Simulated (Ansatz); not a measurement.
`[OH][W]([OH])([F])([F])([F])[F]`, charge 0, multiplicity 1.

Problem. Give a relaxed structure at PBE0-D4/def2-TZVP (Ansatz). (Best estimate.)

Solution. The calculation gave: 
Cartesian coordinates in Å:
```
O -0.4541 1.1376 1.1596
W 0.2093 -0.0069 -0.1211
O -1.2841 -1.0826 -0.1555
F 1.7825 0.9847 -0.1979
F 1.0147 -1.0723 -1.4174
F 1.0303 -1.0724 1.1588
F -0.4391 1.0528 -1.5011
H -0.2196 1.9224 1.6565
H -1.6400 -1.8631 -0.5819
```
Point group C2v.
This is one stationary point; other conformers may exist.
